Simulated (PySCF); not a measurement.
Spinor energies of Ho⁶⁶⁺ (holmium, charge +66)

Start: 1s1; 1s1/2 filled at m_j = +1/2. Calculated with PySCF 2.14 in an even-tempered Gaussian basis (15 s from 200 bohr⁻², ratio 2.4; 11 p from 260 bohr⁻², ratio 2.4; 3 d from 810 bohr⁻², ratio 2.6; 3 f from 1200 bohr⁻², ratio 2.6): generalised Hartree-Fock with the X2C-1e Hamiltonian and a Gaussian nucleus; one run each with spin-orbit coupling (SO) switched off, then screened by Boettger's factors.

```json
{"spinor shell": "1s1/2", "electrons": "1", "ε, spin-free (eV)": "-65227.0", "ε, screened SO (eV)": "-65227.0", "weight of nominal j (screened SO)": "1.000", "rms radius, screened SO (bohr)": "0.0232"}
```

| quantity | spin-free | screened SO |
| --- | --- | --- |
| E (hartree) | -2397.04972 | -2397.04972 |
| M_J | 1/2 | 1/2 |
| ⟨J²⟩ | 0.750 | 0.750 |
| ⟨L²⟩ | 0.000 | 0.000 |
| ⟨S²⟩ | 0.750 | 0.750 |

Breit and QED terms are absent; they matter most for the inner s and p1/2 levels.

Densities and radii are taken from the X2C orbitals without a picture-change correction, which distorts them close to the nucleus.

Without spin-orbit coupling the j labels of p, d and f shells carry no meaning; the spin-free column gives the mean over the occupied spinors of each nl shell.
